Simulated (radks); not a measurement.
Results of a calculation; reference values are marked as such.
Cd I, configuration [Kr] 4d10 5s2.

Level of theory: scalar-relativistic Kohn-Sham, r2SCAN, spin-polarised, spherical densities, finite nucleus; meta-GGA in the generalised Kohn-Sham scheme; Fermi nuclear charge, rms radius 4.6087 fm (a radial shooting solver on a logarithmic mesh with Libxc functionals).

Energy parts (hartree):
part                        energy
total                  -5595.30391
kinetic                 5822.36200
electron-nucleus      -13528.24549
Hartree                 2265.42871
exchange-correlation    -154.84914

Orbitals (lengths in bohr, moments of r in powers of bohr; r(90%) holds 90 % of the orbital's charge):
orbital,occ.,eigenvalue (hartree),<1/r>,r(90%)
1s,2,-976.6535,50.63,0.0546
2s,2,-145.5320,11.54,0.203
2p,6,-130.4774,11.11,0.187
3s,2,-27.34496,4.076,0.526
3p,6,-22.36777,3.876,0.536
3d,10,-14.59633,3.641,0.528
4s,2,-4.00283,1.562,1.28
4p,6,-2.53780,1.409,1.42
4d,10,-0.44815,1.055,2.05
5s,2,-0.21496,0.4432,4.39

The highest occupied level is 5s at -5.849 eV. The density falls to 0.001 e/bohr^3 at r = 4.39 bohr. For comparison, the ionisation energy in NIST's Atomic Spectra Database is 8.994 eV (measured). In exact Kohn-Sham theory the highest level is minus the ionisation energy, but local and semilocal functionals leave it too shallow, through self-interaction and a potential that decays too fast; potentials with the right tail come closer.
